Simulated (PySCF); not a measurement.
1-chloro-1-methylcyclopropane (C4H7Cl), SMILES ClC1(C)CC1.

The structure is a stationary point at PBE0-D3(BJ)/def2-SVP.

Two levels are set side by side: PBE/def2-TZVP (PySCF) and PBE0/def2-TZVP (PySCF). Same geometry, gas phase. Differences are taken from unrounded values.

```
quantity                      PBE0
---------------------------  -----
orbital gap (eV)              8.37
highest occupied level (eV)  -7.63
lowest empty level (eV)       0.74
dipole moment (D)             1.97
mean polarisability (bohr³)   58.4
```

Problem. What does PBE give, and how far is it from PBE0? (An estimate is asked for; the answer gives what the named calculation found.)

Solution. 
```tsv
quantity	PBE	PBE minus PBE0
orbital gap (eV)	5.96	-2.41
highest occupied level (eV)	-6.32	1.31
lowest empty level (eV)	-0.36	-1.10
dipole moment (D)	1.89	-0.08
mean polarisability (bohr³)	60.0	1.7
```

Without exact exchange PBE keeps part of each electron's self-repulsion, which lifts occupied levels and narrows the gap. Differences between two approximate levels are no errors against the true value.

Rough cost on one machine, each run with all the roots and properties that it gave: PBE0 against PBE within a factor of 2.
